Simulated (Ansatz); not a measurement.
This geometry of ClGeH$_{6}$OSbSi (11 atoms, charge 0, multiplicity 1) is a first-order saddle point.

The calculation used RKS B3LYP-D4/def2-SVP in Ansatz.

```xyz
11
Properties=species:S:1:pos:R:3
O -0.242 1.030 1.699
Si 1.129 1.166 0.759
Sb 1.508 -0.877 -0.830
Ge -1.109 -1.011 -1.188
Cl -1.701 0.955 -1.961
H -0.814 0.262 1.596
H 1.058 2.387 -0.089
H 2.327 1.267 1.642
H 1.397 -1.966 0.507
H -1.567 -2.053 -2.230
H -1.922 -1.217 0.116
```

(1) Which two structures does it join? (They come from a converged band through this point; their orientation in space is the band's.)

(2) How far does it lie above each of them?

Results:

(1) No bond is made or broken. The dihedral H6–O1–Si2–Sb3 goes from -68 to 60°.

Initial state:

```xyz
11
Properties=species:S:1:pos:R:3
O -0.321 1.222 1.419
Si 1.145 1.216 0.629
Sb 1.556 -0.940 -0.816
Ge -1.064 -1.302 -0.945
Cl -2.008 0.694 -1.253
H -1.093 1.301 0.834
H 1.300 2.378 -0.296
H 2.203 1.254 1.672
H 1.599 -1.908 0.611
H -1.532 -2.116 -2.171
H -1.720 -1.855 0.336
```

Final state:

```xyz
11
Properties=species:S:1:pos:R:3
O -0.364 0.960 1.595
Si 1.074 1.143 0.760
Sb 1.495 -0.808 -0.928
Ge -1.126 -0.972 -1.266
Cl -1.731 1.017 -1.970
H -0.461 0.167 2.135
H 0.967 2.421 0.015
H 2.251 1.193 1.683
H 1.435 -1.946 0.372
H -1.529 -1.960 -2.383
H -1.945 -1.273 0.007
```

(2) 0.201 eV above the first and 0.039 eV above the second. This is the barrier of this one path; another mechanism may lie lower.

Time of the run: 14 min on 2 threads of Arm Neoverse V2 (shared host), peak memory 0.43 GiB.
